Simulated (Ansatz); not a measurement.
A short molecular-dynamics run on SnH3(NHMe) (CH₇NSn).

```yaml
crystal:
  periodic: [false, false, false]
  atoms:
    - {symbol: Sn, position_ang: [0.600792, 1.105416, 0.934009]}
    - {symbol: H, position_ang: [0.676408, 1.034443, 2.648211]}
    - {symbol: H, position_ang: [2.161003, 1.181234, 0.218978]}
    - {symbol: H, position_ang: [-0.332345, 2.474406, 0.428506]}
    - {symbol: N, position_ang: [-0.199801, -0.693655, 0.339047]}
    - {symbol: C, position_ang: [-0.442909, -0.961753, -1.068635]}
    - {symbol: H, position_ang: [-0.989370, -0.977662, 0.916560]}
    - {symbol: H, position_ang: [-1.271491, -0.384084, -1.533050]}
    - {symbol: H, position_ang: [0.465471, -0.745775, -1.657317]}
    - {symbol: H, position_ang: [-0.667748, -2.032579, -1.226289]}
basis:
  gaussian: {orbitals: def2-SVP}
hamiltonian: {xc: {name: revPBE}}
md: {timestep: 1 fs, n_steps: 15, ensemble: nve, temperature: 500, initial_velocities: maxwell_boltzmann, seed: 675}
scf: {omitted_lower_state_checks: [starts]}
```

```sh
$ ansatz run in.yaml --threads 4 --pin off --events-out ev --progress --plain --max-ram 3916MiB
```

```json
{"step": "0", "time (fs)": "0.0", "potential energy (eV)": "-8469.8883", "kinetic (eV)": "0.5170", "T (K)": "500", "conserved (eV)": "-8469.3712"}
{"step": "1", "time (fs)": "1.0", "potential energy (eV)": "-8469.8429", "kinetic (eV)": "0.4745", "T (K)": "459", "conserved (eV)": "-8469.3684"}
{"step": "2", "time (fs)": "2.0", "potential energy (eV)": "-8469.7665", "kinetic (eV)": "0.4022", "T (K)": "389", "conserved (eV)": "-8469.3643"}
{"step": "3", "time (fs)": "3.0", "potential energy (eV)": "-8469.7174", "kinetic (eV)": "0.3532", "T (K)": "342", "conserved (eV)": "-8469.3642"}
{"step": "4", "time (fs)": "4.0", "potential energy (eV)": "-8469.6999", "kinetic (eV)": "0.3333", "T (K)": "322", "conserved (eV)": "-8469.3667"}
{"step": "5", "time (fs)": "5.0", "potential energy (eV)": "-8469.6787", "kinetic (eV)": "0.3110", "T (K)": "301", "conserved (eV)": "-8469.3677"}
{"step": "6", "time (fs)": "6.0", "potential energy (eV)": "-8469.6360", "kinetic (eV)": "0.2693", "T (K)": "260", "conserved (eV)": "-8469.3667"}
{"step": "7", "time (fs)": "7.0", "potential energy (eV)": "-8469.5860", "kinetic (eV)": "0.2212", "T (K)": "214", "conserved (eV)": "-8469.3649"}
{"step": "8", "time (fs)": "8.0", "potential energy (eV)": "-8469.5569", "kinetic (eV)": "0.1932", "T (K)": "187", "conserved (eV)": "-8469.3636"}
{"step": "9", "time (fs)": "9.0", "potential energy (eV)": "-8469.5665", "kinetic (eV)": "0.2020", "T (K)": "195", "conserved (eV)": "-8469.3645"}
{"step": "10", "time (fs)": "10.0", "potential energy (eV)": "-8469.6016", "kinetic (eV)": "0.2344", "T (K)": "227", "conserved (eV)": "-8469.3673"}
{"step": "11", "time (fs)": "11.0", "potential energy (eV)": "-8469.6212", "kinetic (eV)": "0.2520", "T (K)": "244", "conserved (eV)": "-8469.3692"}
{"step": "12", "time (fs)": "12.0", "potential energy (eV)": "-8469.5985", "kinetic (eV)": "0.2310", "T (K)": "223", "conserved (eV)": "-8469.3675"}
{"step": "13", "time (fs)": "13.0", "potential energy (eV)": "-8469.5603", "kinetic (eV)": "0.1964", "T (K)": "190", "conserved (eV)": "-8469.3639"}
{"step": "14", "time (fs)": "14.0", "potential energy (eV)": "-8469.5584", "kinetic (eV)": "0.1949", "T (K)": "188", "conserved (eV)": "-8469.3635"}
{"step": "15", "time (fs)": "15.0", "potential energy (eV)": "-8469.6000", "kinetic (eV)": "0.2337", "T (K)": "226", "conserved (eV)": "-8469.3664"}
```

Velocities are drawn at the set temperature; a run this short doesn't reach equilibrium.

In the def2 sets Sn takes a core potential; there is no spin–orbit coupling.

Frames (Å, forces in eV/Å):

```xyz
10
time=0.0 fs
Sn    0.601    1.105    0.934    0.029    0.143    0.063
H     0.676    1.034    2.648    0.009   -0.010    0.172
H     2.161    1.181    0.219    0.158    0.007   -0.072
H    -0.332    2.474    0.429   -0.092    0.171   -0.051
N    -0.200   -0.694    0.339    0.246   -0.200   -0.015
C    -0.443   -0.962   -1.069   -0.030    0.056    0.060
H    -0.989   -0.978    0.917   -0.267   -0.066    0.196
H    -1.271   -0.384   -1.533   -0.209    0.125   -0.158
H     0.465   -0.746   -1.657    0.210    0.041   -0.153
H    -0.668   -2.033   -1.226   -0.055   -0.266   -0.043
10
time=1.0 fs
Sn    0.601    1.106    0.935   -0.278    0.279   -0.132
H     0.716    1.003    2.630   -0.019    0.041    0.370
H     2.142    1.152    0.212    0.342    0.056   -0.177
H    -0.354    2.479    0.403    0.075   -0.018    0.079
N    -0.199   -0.690    0.342    0.243   -0.310   -0.419
C    -0.442   -0.963   -1.073   -0.318   -0.892    0.719
H    -1.001   -0.990    0.887   -0.343   -0.026    0.404
H    -1.244   -0.385   -1.538   -0.740    0.382   -0.330
H     0.438   -0.764   -1.667    0.991    0.147   -0.497
H    -0.680   -2.054   -1.214    0.047    0.341   -0.017
10
time=2.0 fs
Sn    0.601    1.107    0.936   -0.529    0.406   -0.285
H     0.755    0.971    2.616   -0.041    0.086    0.509
H     2.126    1.124    0.204    0.480    0.098   -0.265
H    -0.374    2.483    0.379    0.226   -0.181    0.202
N    -0.197   -0.687    0.344    0.039   -0.500   -0.656
C    -0.440   -0.965   -1.077   -0.493   -1.488    1.136
H    -1.016   -1.003    0.861   -0.212    0.087    0.458
H    -1.224   -0.382   -1.547   -1.061    0.516   -0.406
H     0.420   -0.780   -1.682    1.466    0.180   -0.671
H    -0.693   -2.072   -1.203    0.125    0.798   -0.022
10
time=3.0 fs
Sn    0.601    1.108    0.936   -0.678    0.498   -0.382
H     0.794    0.940    2.607   -0.065    0.130    0.564
H     2.115    1.097    0.193    0.547    0.133   -0.317
H    -0.393    2.486    0.356    0.351   -0.304    0.309
N    -0.196   -0.685    0.346   -0.314   -0.748   -0.765
C    -0.440   -0.968   -1.080   -0.435   -1.524    1.059
H    -1.033   -1.014    0.839    0.076    0.251    0.408
H    -1.214   -0.375   -1.559   -1.034    0.431   -0.318
H     0.416   -0.795   -1.703    1.393    0.114   -0.506
H    -0.703   -2.082   -1.191    0.159    1.019   -0.052
10
time=4.0 fs
Sn    0.600    1.108    0.937   -0.701    0.539   -0.421
H     0.833    0.911    2.603   -0.095    0.177    0.525
H     2.109    1.071    0.178    0.528    0.165   -0.322
H    -0.408    2.485    0.336    0.442   -0.382    0.395
N    -0.195   -0.683    0.348   -0.681   -0.991   -0.825
C    -0.439   -0.972   -1.083   -0.185   -1.043    0.542
H    -1.049   -1.024    0.822    0.388    0.412    0.339
H    -1.214   -0.363   -1.575   -0.699    0.150   -0.087
H     0.426   -0.809   -1.729    0.861   -0.006   -0.048
H    -0.713   -2.082   -1.180    0.141    0.979   -0.097
10
time=5.0 fs
Sn    0.600    1.109    0.938   -0.597    0.515   -0.414
H     0.870    0.883    2.604   -0.135    0.229    0.404
H     2.108    1.046    0.161    0.427    0.197   -0.279
H    -0.419    2.481    0.320    0.496   -0.413    0.457
N    -0.194   -0.681    0.349   -0.933   -1.165   -0.899
C    -0.439   -0.978   -1.084    0.129   -0.243   -0.108
H    -1.061   -1.029    0.808    0.597    0.516    0.312
H    -1.220   -0.350   -1.591   -0.234   -0.203    0.190
H     0.443   -0.822   -1.755    0.182   -0.117    0.488
H    -0.721   -2.073   -1.170    0.067    0.684   -0.151
10
time=6.0 fs
Sn    0.600    1.110    0.939   -0.390    0.419   -0.379
H     0.906    0.858    2.609   -0.184    0.284    0.230
H     2.111    1.024    0.141    0.268    0.232   -0.198
H    -0.425    2.473    0.309    0.513   -0.397    0.493
N    -0.194   -0.681    0.349   -0.996   -1.228   -1.011
C    -0.439   -0.983   -1.086    0.413    0.665   -0.616
H    -1.068   -1.030    0.796    0.630    0.532    0.349
H    -1.229   -0.338   -1.605    0.191   -0.504    0.420
H     0.463   -0.837   -1.777   -0.388   -0.180    0.917
H    -0.728   -2.058   -1.161   -0.057    0.176   -0.206
10
time=7.0 fs
Sn    0.600    1.111    0.939   -0.115    0.256   -0.332
H     0.941    0.835    2.616   -0.239    0.341    0.036
H     2.117    1.003    0.120    0.082    0.269   -0.093
H    -0.426    2.461    0.302    0.492   -0.335    0.504
N    -0.195   -0.681    0.349   -0.853   -1.173   -1.155
C    -0.438   -0.988   -1.089    0.623    1.476   -0.865
H    -1.069   -1.025    0.788    0.476    0.459    0.446
H    -1.236   -0.332   -1.616    0.483   -0.682    0.553
H     0.478   -0.854   -1.790   -0.739   -0.191    1.157
H    -0.736   -2.041   -1.154   -0.208   -0.419   -0.252
10
time=8.0 fs
Sn    0.599    1.112    0.940    0.193    0.033   -0.284
H     0.973    0.815    2.624   -0.295    0.393   -0.149
H     2.123    0.985    0.097   -0.103    0.306    0.019
H    -0.422    2.446    0.300    0.433   -0.228    0.489
N    -0.196   -0.682    0.347   -0.549   -1.021   -1.301
C    -0.437   -0.992   -1.092    0.697    1.948   -0.844
H    -1.065   -1.016    0.785    0.180    0.320    0.575
H    -1.238   -0.332   -1.621    0.613   -0.714    0.575
H     0.487   -0.872   -1.792   -0.845   -0.158    1.195
H    -0.746   -2.028   -1.150   -0.324   -0.880   -0.276
10
time=9.0 fs
Sn    0.599    1.113    0.941    0.506   -0.236   -0.240
H     1.002    0.800    2.630   -0.346    0.437   -0.301
H     2.128    0.970    0.075   -0.261    0.342    0.124
H    -0.415    2.429    0.303    0.336   -0.076    0.448
N    -0.198   -0.684    0.345   -0.197   -0.826   -1.394
C    -0.435   -0.994   -1.096    0.559    1.865   -0.563
H    -1.059   -1.004    0.786   -0.144    0.167    0.680
H    -1.235   -0.339   -1.621    0.578   -0.597    0.485
H     0.488   -0.892   -1.782   -0.696   -0.090    1.032
H    -0.760   -2.023   -1.148   -0.334   -0.985   -0.271
10
time=10.0 fs
Sn    0.599    1.114    0.941    0.803   -0.532   -0.204
H     1.028    0.788    2.633   -0.387    0.468   -0.410
H     2.131    0.959    0.053   -0.380    0.373    0.211
H    -0.404    2.411    0.310    0.206    0.114    0.383
N    -0.200   -0.686    0.342    0.050   -0.656   -1.363
C    -0.433   -0.994   -1.100    0.172    1.208   -0.027
H    -1.055   -0.990    0.795   -0.346    0.058    0.690
H    -1.226   -0.352   -1.616    0.379   -0.339    0.286
H     0.481   -0.913   -1.763   -0.288   -0.001    0.673
H    -0.776   -2.028   -1.149   -0.208   -0.692   -0.240
10
time=11.0 fs
Sn    0.598    1.114    0.942    1.069   -0.833   -0.179
H     1.051    0.781    2.632   -0.416    0.483   -0.467
H     2.131    0.951    0.034   -0.454    0.397    0.273
H    -0.391    2.394    0.321    0.050    0.330    0.301
N    -0.202   -0.689    0.338    0.079   -0.552   -1.155
C    -0.431   -0.994   -1.104   -0.394    0.206    0.718
H    -1.054   -0.976    0.809   -0.320    0.027    0.548
H    -1.213   -0.368   -1.608    0.043    0.033   -0.005
H     0.472   -0.934   -1.737    0.338    0.087    0.163
H    -0.794   -2.039   -1.153    0.006   -0.177   -0.196
10
time=12.0 fs
Sn    0.598    1.115    0.942    1.281   -1.115   -0.178
H     1.069    0.778    2.627   -0.429    0.480   -0.468
H     2.126    0.946    0.017   -0.479    0.412    0.309
H    -0.377    2.380    0.334   -0.117    0.550    0.211
N    -0.203   -0.692    0.334   -0.094   -0.502   -0.780
C    -0.429   -0.994   -1.108   -0.949   -0.804    1.491
H    -1.056   -0.962    0.830   -0.091    0.054    0.267
H    -1.200   -0.383   -1.600   -0.349    0.447   -0.338
H     0.467   -0.954   -1.709    0.999    0.152   -0.362
H    -0.812   -2.052   -1.158    0.227    0.325   -0.151
10
time=13.0 fs
Sn    0.598    1.116    0.943    1.416   -1.343   -0.215
H     1.083    0.781    2.617   -0.424    0.459   -0.413
H     2.116    0.946    0.004   -0.458    0.417    0.315
H    -0.365    2.372    0.350   -0.269    0.742    0.130
N    -0.205   -0.695    0.328   -0.341   -0.455   -0.315
C    -0.428   -0.994   -1.110   -1.248   -1.527    1.977
H    -1.059   -0.947    0.852    0.205    0.085   -0.076
H    -1.190   -0.394   -1.596   -0.636    0.773   -0.613
H     0.471   -0.972   -1.685    1.360    0.184   -0.681
H    -0.828   -2.062   -1.164    0.394    0.664   -0.108
10
time=14.0 fs
Sn    0.598    1.116    0.944    1.446   -1.485   -0.306
H     1.093    0.787    2.604   -0.400    0.420   -0.299
H     2.102    0.950   -0.007   -0.391    0.414    0.292
H    -0.356    2.371    0.367   -0.379    0.867    0.073
N    -0.207   -0.699    0.323   -0.524   -0.367    0.140
C    -0.427   -0.995   -1.111   -1.161   -1.793    1.928
H    -1.060   -0.931    0.874    0.424    0.076   -0.384
H    -1.187   -0.398   -1.597   -0.652    0.881   -0.722
H     0.488   -0.989   -1.668    1.163    0.200   -0.655
H    -0.841   -2.066   -1.172    0.475    0.787   -0.067
10
time=15.0 fs
Sn    0.599    1.117    0.944    1.349   -1.513   -0.460
H     1.100    0.798    2.587   -0.357    0.365   -0.131
H     2.085    0.957   -0.015   -0.284    0.401    0.239
H    -0.350    2.378    0.384   -0.425    0.895    0.053
N    -0.210   -0.703    0.317   -0.556   -0.221    0.502
C    -0.428   -0.998   -1.111   -0.800   -1.579    1.399
H    -1.057   -0.914    0.893    0.479    0.011   -0.580
H    -1.189   -0.394   -1.605   -0.358    0.729   -0.622
H     0.516   -1.004   -1.657    0.492    0.220   -0.367
H    -0.848   -2.062   -1.180    0.461    0.691   -0.032
```

It took 18 s on 4 threads of Arm Neoverse N1 on a shared host.
